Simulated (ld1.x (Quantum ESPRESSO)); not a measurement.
## Er, TM semilocal: configuration errors across variants

ld1.x (Quantum ESPRESSO) 7.5 input, shortened:

```
&input
   title='Er', zed=68., rel=1, dft='REVPBE', iswitch=3,
   config='[Xe] 4f12 5d0 6s0 6p0'
 /
 &inputp
   pseudotype=1, tm=.true., lloc=2,
   nlcc=.true., rcore=0.70
 /
4
5S  1  0   2.00   0.00  1.80  1.80  0.0
5P  2  1   6.00   0.00  2.00  2.00  0.0
4F  4  3  12.00   0.00  1.00  1.00  0.0
5D  3  2   0.00   0.00  2.20  2.20  0.0
 &test
   configts(1)='4f12 5s2 5p6 5d0 6s0 6p0'
 /
```

All-electron excitation energies from the reference (eV): (1) 4f12 5s2 5p6 5d0 6s2 6p0 -18.119; (2) 4f12 5s2 5p6 5d0 6s1 6p0 -11.826; (3) 4f11 5s2 5p6 5d0 6s0 6p0 26.141; (4) 4f12 5s2 5p6 5d0 6s0 6p1 -8.283; (5) 4f12 5s2 5p5 5d0 6s2 6p0 13.667; (6) 4f13 5s2 5p6 5d0 6s0 6p0 -10.006.

A semilocal file is local in each channel, so a ghost entry of none says nothing of the separable form that plane-wave codes build from it.

Tests that are not counted but printed errors over 1 eV. “all radii but the core radius scaled by about 0.79 (s 1.42, p 1.58, d 1.72, f 0.78 bohr)”: 4f13 5s2 5p6 5d0 6s0 6p0 (solver errors, printed error -3904 eV). “all radii but the core radius scaled by about 0.95 (s 1.70, p 1.90, d 2.08, f 0.94 bohr)”: 4f13 5s2 5p6 5d0 6s0 6p0 (solver errors, printed error -3896 eV). “all radii but the core radius scaled by about 1.18 (s 2.12, p 2.36, d 2.60, f 1.18 bohr)”: 4f12 5s2 5p6 5d0 6s1 6p1 (pseudo-atom not self-consistent, printed error -3122 eV). “all radii but the core radius scaled by about 1.31 (s 2.36, p 2.62, d 2.90, f 1.32 bohr)”: 4f12 5s2 5p6 5d0 6s1 6p1 (solver errors, printed error +1.4 eV); 4f13 5s2 5p6 5d0 6s0 6p0 (pseudo-atom not self-consistent, printed error -5158 eV). “all radii but the core radius scaled by about 1.40 (s 2.52, p 2.80, d 3.08, f 1.40 bohr)”: 4f12 5s2 5p6 5d0 6s1 6p1 (solver errors, printed error +1.9 eV); 4f13 5s2 5p6 5d0 6s0 6p0 (pseudo-atom not self-consistent, printed error -3120 eV).

Errors AE − PS in meV (a dash: test not solved or not reliable):

```csv
change,(1),(2),(3),(4),(5),(6),bound ghosts
base,+793,+561,+73,+67,+1469,-1.6,none
"all radii but the core radius scaled by about 0.79 (s 1.42, p 1.58, d 1.72, f 0.78 bohr)",+145,+103,-28,+16,+225,–,not determined
"all radii but the core radius scaled by about 0.86 (s 1.56, p 1.72, d 1.90, f 0.86 bohr)",+311,+223,-2.1,+22,+555,-22,not determined
"all radii but the core radius scaled by about 0.95 (s 1.70, p 1.90, d 2.08, f 0.94 bohr)",+554,+393,+40,+44,+1020,–,not determined
"all radii but the core radius scaled by about 1.18 (s 2.12, p 2.36, d 2.60, f 1.18 bohr)",+2271,+1580,+154,+119,+4053,+18,none
"all radii but the core radius scaled by about 1.31 (s 2.36, p 2.62, d 2.90, f 1.32 bohr)",+3497,+2391,+194,+138,+5963,–,none
"all radii but the core radius scaled by about 1.40 (s 2.52, p 2.80, d 3.08, f 1.40 bohr)",+4426,+2980,+209,+128,+7291,–,none
```

Q: Give the same row for: all radii but the core radius scaled by about 1.10 (s 1.98, p 2.20, d 2.42, f 1.10 bohr).

A: +1509, +1059, +119, +94, +2762, +8.2; bound ghosts: none.
